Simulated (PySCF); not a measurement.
# Simulated absorption spectrum

Species: C₅H₇NSSi.
SMILES with atom numbers: `[SiH3:1][S:2][c:3]1[cH:4][cH:5][cH:6][cH:7][n:8]1` (hydrogens: H9, H10, H11 on Si1; H12 on C4; H13 on C5; H14 on C6; H15 on C7)

Level of theory: PySCF, TDDFT PBE0/def2-SVPD, vertical, gas phase, core orbitals frozen in the response. One conformer (not necessarily the lowest) at the PBE0-D3(BJ)/def2-SVP geometry, without solvent, vibrations or thermal averaging. Torsions of this conformer, `[SiH3:1][S:2][c:3]1[cH:4][cH:5][cH:6][cH:7][n:8]1`: Si1–S2–C3–C4 179°.

Computed states:

```
state  E (eV)       f
   S1    4.58   0.045
   S2    5.11  0.0021
   S3    5.19   0.249
   S4    5.41  0.0046
   S5    5.47  0.0005
   S6    6.22   0.012
   S7    6.29  0.0004
   S8    6.40  0.0003
   S9    6.73   0.043
  S10    6.79  0.0003
```

Each state is given a Gaussian of 0.4 eV full width at half maximum, with ε(max) = 2.175×10⁸ f / Δν̃ (Δν̃ the width in cm⁻¹). The width is an assumption, not a result. The curve ends short of the highest state used, and states not computed would add to its high-energy end.

(1) What does the envelope look like, and where are its maxima?

(2) Coming from long wavelengths, where does ε first pass 100 L mol⁻¹ cm⁻¹?

(3) On this curve, what absorbance would a 10⁻⁵ mol/L sample give at 266 nm over a 1 cm path?

Results:

(1) 
(λ (nm), ε (L mol⁻¹ cm⁻¹)): (200.3, 844), (204.2, 571), (208.0, 262), (211.9, 100), (215.7, 140), (219.5, 552), (223.4, 1949), (227.2, 5049), (231.1, 10012), (234.9, 14828), (238.7, 17051), (242.6, 15454), (246.4, 11366), (250.3, 6943), (254.1, 3978), (257.9, 2646), (261.8, 2479), (265.6, 2797), (269.5, 3050), (273.3, 2956), (277.1, 2523), (281.0, 1888), (284.8, 1269), (288.7, 757), (292.5, 415), (296.3, 208), (300.2, 94), (304.0, 40), (307.9, 16), (311.7, 6)

Maxima: 270 nm (4.58 eV), ε about 3100, made up of S1 (99%); 239 nm (5.19 eV), ε about 17000, made up of S3 (98%) (ε in L mol⁻¹ cm⁻¹; maxima over ε = 5, shares over 10%). At its high-energy end, 6.19 eV, the curve is still rising (ε about 840, from S6).

(2) At about 300 nm (4.13 eV), 0.44 eV below S1.

(3) 266 nm is 4.661 eV, where ε is about 2800 L mol⁻¹ cm⁻¹, so A = ε c l ≈ 0.028 (Beer–Lambert, with the gas-phase spectrum and the assumed width).

The vertical ionisation energy (ΔSCF) is 8.44 eV, 1.65 eV above S10.
